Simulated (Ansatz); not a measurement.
Input for Ansatz (an electronic-structure program): R-BLYP/def2-TZVPP on C6H14 (SMILES CCC(C)CC).

Ansatz 0.2 input:
```yaml
crystal:
  periodic: [false, false, false]
  atoms:
    - {symbol: C, position_ang: [-2.56152148, 0.37873853, 0.14270741]}
    - {symbol: C, position_ang: [-1.19599091, 0.28170120, 0.81869813]}
    - {symbol: C, position_ang: [-0.00824650, 0.13536791, -0.14204800]}
    - {symbol: C, position_ang: [-0.08897901, -1.16004085, -0.95142981]}
    - {symbol: C, position_ang: [1.31198726, 0.24186382, 0.63319678]}
    - {symbol: C, position_ang: [2.56532090, 0.30176627, -0.23664257]}
    - {symbol: H, position_ang: [-2.82203519, -0.53843658, -0.38723498]}
    - {symbol: H, position_ang: [-3.34755035, 0.56549979, 0.87671241]}
    - {symbol: H, position_ang: [-2.58236563, 1.19765940, -0.58099999]}
    - {symbol: H, position_ang: [-1.19124442, -0.56351853, 1.51638521]}
    - {symbol: H, position_ang: [-1.03818853, 1.17751181, 1.42711966]}
    - {symbol: H, position_ang: [-0.04696129, 0.97772361, -0.84574651]}
    - {symbol: H, position_ang: [-1.01210519, -1.21777783, -1.52849211]}
    - {symbol: H, position_ang: [-0.05491692, -2.02874337, -0.28697411]}
    - {symbol: H, position_ang: [0.73815805, -1.24690832, -1.65625959]}
    - {symbol: H, position_ang: [1.27261453, 1.13902087, 1.25859288]}
    - {symbol: H, position_ang: [1.38471195, -0.60617355, 1.32364039]}
    - {symbol: H, position_ang: [2.71680495, -0.61973331, -0.80040797]}
    - {symbol: H, position_ang: [3.45628671, 0.46062062, 0.37363794]}
    - {symbol: H, position_ang: [2.50422106, 1.12385854, -0.95445518]}
basis:
  gaussian:
    orbitals: def2-TZVPP
hamiltonian:
  xc: {name: BLYP}
scf: {lower_state_search: off}
```

Problem. Predict the final total energy.

Solution. -237.0061 hartree.

Problem. How many basis functions does it have, and what does it roughly cost on one machine?

Solution. 382 functions; around 8 core-seconds (rough).
